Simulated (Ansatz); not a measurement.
Zr(Cl)3(OH) (Cl3HOZr), SMILES [OH][Zr]([Cl])([Cl])[Cl], multiplicity 1.

Geometry optimised at PBE0-D3(BJ)/def2-SVP. The spin state was assumed, not searched. The isomer is the one that the SMILES or the coordinates give; other isomers of the formula were not compared. The def2 effective core potentials stand for the cores of Zr; spin–orbit coupling is left out. One conformer was computed; it need not be the lowest.

Two levels are set side by side: PBE/def2-TZVPD (Ansatz, a first-principles code) and CAM-B3LYP/def2-TZVPD (Ansatz). Energy differences of separate SCF runs at the same geometry; the states with an electron removed or added have multiplicity 2 and 2. Differences are taken from unrounded values.

```csv
quantity,CAM-B3LYP
vertical ionisation energy (eV),11.52
vertical electron affinity (eV),0.43
vertical singlet–triplet gap (eV),5.85
```

### Question
What does PBE give, and how far is it from CAM-B3LYP? (An estimate is asked for; the answer gives what the named calculation found.)

### Answer

```tsv
quantity	PBE	PBE minus CAM-B3LYP
vertical ionisation energy (eV)	10.63	-0.89
vertical electron affinity (eV)	0.20	-0.23
vertical singlet–triplet gap (eV)	5.27	-0.58
```
